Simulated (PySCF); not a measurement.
Al(AsH2)(H)2 (AlAsH4), SMILES [AlH2][AsH2].

Geometry: PBE0-D3(BJ)/def2-TZVP.

The numbers are results of PBE0-D3(BJ)/def2-TZVP in PySCF, not measurements.

Frequencies are harmonic and unscaled.

```json
[
 {"mode": "1", "ν (cm⁻¹)": "166", "IR (km/mol)": "2.6", "moving atoms (share of kinetic energy)": "H 99 %"},
 {"mode": "2", "ν (cm⁻¹)": "338", "IR (km/mol)": "7.0", "moving atoms (share of kinetic energy)": "Al 64 %, As 28 %"},
 {"mode": "3", "ν (cm⁻¹)": "351", "IR (km/mol)": "32.4", "moving atoms (share of kinetic energy)": "H 97 %"},
 {"mode": "4", "ν (cm⁻¹)": "388", "IR (km/mol)": "41.2", "moving atoms (share of kinetic energy)": "H 96 %"},
 {"mode": "5", "ν (cm⁻¹)": "601", "IR (km/mol)": "120.4", "moving atoms (share of kinetic energy)": "H 87 %, Al 12 %"},
 {"mode": "6", "ν (cm⁻¹)": "608", "IR (km/mol)": "7.7", "moving atoms (share of kinetic energy)": "H 93 %"},
 {"mode": "7", "ν (cm⁻¹)": "772", "IR (km/mol)": "348.9", "moving atoms (share of kinetic energy)": "H 94 %"},
 {"mode": "8", "ν (cm⁻¹)": "981", "IR (km/mol)": "26.2", "moving atoms (share of kinetic energy)": "H 99 %"},
 {"mode": "9", "ν (cm⁻¹)": "1914", "IR (km/mol)": "171.5", "moving atoms (share of kinetic energy)": "H 98 %"},
 {"mode": "10", "ν (cm⁻¹)": "1928", "IR (km/mol)": "226.2", "moving atoms (share of kinetic energy)": "H 95 %"},
 {"mode": "11", "ν (cm⁻¹)": "2205", "IR (km/mol)": "51.7", "moving atoms (share of kinetic energy)": "H 99 %"},
 {"mode": "12", "ν (cm⁻¹)": "2219", "IR (km/mol)": "72.1", "moving atoms (share of kinetic energy)": "H 99 %"}
]
```
